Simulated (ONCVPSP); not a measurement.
## V (Z = 23), ONCV: configuration errors across variants

```json
{
 "Element": "vanadium (V)",
 "Generator": "ONCVPSP 4.0.1",
 "Type": "optimised norm-conserving Vanderbilt (ONCV)",
 "Functional": "PW91",
 "Relativity": "scalar-relativistic",
 "Frozen core": "[Ar]",
 "Valence charge": "5",
 "Reference configuration": "3d3 4s2",
 "Partial waves": "4s: rc 2.20 bohr, ncon 5, nbas 9, qcut 2.8 1/bohr, 3 projectors, debl 3.9 Ha; p scattering state at 0.04 Ha: rc 2.30 bohr, ncon 5, nbas 10, qcut 3.3 1/bohr, 1 projector; 3d: rc 2.25 bohr, ncon 4, nbas 8, qcut 6.1 1/bohr, 2 projectors, debl 0.4 Ha",
 "Local potential": "polynomial inside 1.65 bohr (lpopt 5, dvloc0 4 Ha)",
 "Core correction": "Teter function, fcfact 3.5, rcfact 1.7"
}
```

All-electron excitation energies from the reference (eV): (1) 3d3 4s1 7.786; (2) 3d3 4s0 22.110; (3) 3d2 4s0 51.106; (4) 3d3 4s1.5 3.116.

2 further variants failed, have other tests or another functional or relativity, and are left out.

A true bound ghost makes a file unfit for plane-wave use even where its test errors are small: the radial tests pick states by their node count and pass the ghost by.

Errors AE − PS in meV (a dash: test not solved or not reliable):

| change | (1) | (2) | (3) | (4) | bound ghosts | GHOST(+) flags above zero |
| --- | --- | --- | --- | --- | --- | --- |
| base | -50 | -422 | -582 | -8.0 | s | none |
| all radii but the core radius scaled by about 1.08 (s 2.38, p 2.50, d 2.44 bohr); local potential polynomial inside 1.80 bohr (lpopt 5, dvloc0 4 Ha) | -46 | -419 | -517 | -7.0 | none | s |
| local potential polynomial inside 1.65 bohr (lpopt 5, dvloc0 4.5 Ha) | -50 | -422 | -582 | -8.0 | s | none |
| core correction Teter function, fcfact 3.5, rcfact 1.62 | -31 | -305 | -419 | -4.7 | s | none |
| s: debl 2.9 | -51 | -422 | -582 | -8.1 | s | s |
| local potential polynomial inside 1.85 bohr (lpopt 5, dvloc0 0 Ha) | -50 | -422 | -582 | -7.9 | s | s |
| core correction Teter function, fcfact 4.5, rcfact 1.7 | -64 | -517 | -740 | -10 | s | none |
| d: nproj 3 | -50 | -419 | -582 | -8.0 | s | none |
| s: qcut 2.9; p: qcut 3.4; d: qcut 6.3 | -51 | -422 | -593 | -8.1 | s | s |

(1) Give the same row for: d: qcut 8.1.

## Answers

(1) -55, -422, -664, -9.0; bound ghosts: s; GHOST(+) flags above zero: none.
